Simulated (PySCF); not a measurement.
PySCF input file for Si(H)(I)2(OH) (H2I2OSi), SMILES O[SiH](I)I, C-PCM-B3LYP/def2-SVP. Geometry optimised at PBE-D3(BJ)/def2-SVP. This is a generated structure with no PubChem entry under its InChIKey; it may be hypothetical. The def2 effective core potentials stand for the cores of I; spin–orbit coupling is left out. Other conformers were not sampled.

```python
import numpy as np
from pyscf import gto, scf, dft
from pyscf.solvent import pcm

mol = gto.M(
    atom='''
    Si    0.46564079    0.99073717   -0.00000000
    O    -0.37584491    2.42680692    0.00000000
    I    -0.03843655   -0.34899793   -2.01040714
    I    -0.03843655   -0.34899793    2.01040714
    H     1.91010312    1.35543824    0.00000001
    H    -1.34804033    2.35356690   -0.00000000
    ''',
    basis='def2-SVP',
    ecp={'I': 'def2-svp'},
    charge=0,
    spin=0,
    max_memory=1600,
    verbose=3,
)
mf = dft.RKS(mol, xc='b3lyp').density_fit(auxbasis='def2-universal-jkfit')
mf.grids.level = 3
mf.conv_tol = 1e-9
mf.max_cycle = 100
mf.kernel()
res = {}
for name, eps in {'water': 78.355, 'acetone': 20.493, 'acetonitrile': 35.688}.items():
    s = mf.PCM()
    s.with_solvent.method, s.with_solvent.eps, s.with_solvent.lebedev_order = 'C-PCM', eps, 29
    s.kernel(mf.make_rdm1())
    res[name] = (s.e_tot, eps, s.dip_moment(), s.mo_energy, s.converged)
    print(f'{name}: electrostatic solvation free energy {(s.e_tot - mf.e_tot) * 627.509474:.3f} kcal/mol')
```

Program output:

```
converged SCF energy = -961.493198014666

WARN: PCM is an experimental feature. It is still in testing.
Features and APIs may be changed in the future.

converged SCF energy = -961.500437122874
Dipole moment(X, Y, Z, Debye): -1.02228,  0.69969, -0.00000
water: electrostatic solvation free energy -4.543 kcal/mol

WARN: PCM is an experimental feature. It is still in testing.
Features and APIs may be changed in the future.

converged SCF energy = -961.500148883559
Dipole moment(X, Y, Z, Debye): -1.01353,  0.68730, -0.00000
acetone: electrostatic solvation free energy -4.362 kcal/mol

WARN: PCM is an experimental feature. It is still in testing.
Features and APIs may be changed in the future.

converged SCF energy = -961.500314821559
Dipole moment(X, Y, Z, Debye): -1.01855,  0.69440, -0.00000
acetonitrile: electrostatic solvation free energy -4.466 kcal/mol
```

The calculation finished and met its thresholds.
